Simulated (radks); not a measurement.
Results of a calculation; reference values are marked as such.
Spherical quantum dot in the effective-mass picture: electrons in a parabolic well V = omega^2 r^2 / 2 with omega = 0.96, all in effective atomic units (hartree* = m*/eps^2 hartree, bohr* = eps/m* bohr), one dielectric constant everywhere. Level of theory: non-relativistic Kohn-Sham, LDA (Slater exchange, Perdew-Wang correlation), spin-polarised, spherical densities (a radial shooting solver with Libxc functionals). Levels are named by radial order and angular momentum (1s, 1p, 1d, 2s, ...), and open shells are averaged over m. Results are scaled to m* = 0.031 and eps = 5.6, for which hartree* = 26.9 meV and bohr* = 9.559 nm.

N = 22, configuration 1s2 1p6 1d10 2s2 1f(up 2, down 0). This is the lowest configuration that the search found. Occupied and some empty levels:

level    occupation  eigenvalue (meV)  <r> (nm)
1s up             1            288.54     17.06
1s down           1            288.90     16.92
1p up             3            299.46     21.03
1p down           3            299.99     20.94
1d up             5            312.17     23.81
1d down           5            312.80     23.77
2s up             1            315.79     20.38
2s down           1            316.22     20.45
1f up             2            326.41     26.02
1f down           0            327.09     26.01
2p up             0            331.68     22.99
2p down           0            332.10     23.03
1g up             0            341.97     27.89
1g down           0            342.65     27.91
2d up             0            348.36     25.36
2d down           0            348.79     25.38

Energy (meV): total 4366.45, kinetic 497.07, external 1627.6, Hartree 2498.0, exchange-correlation -256.23.
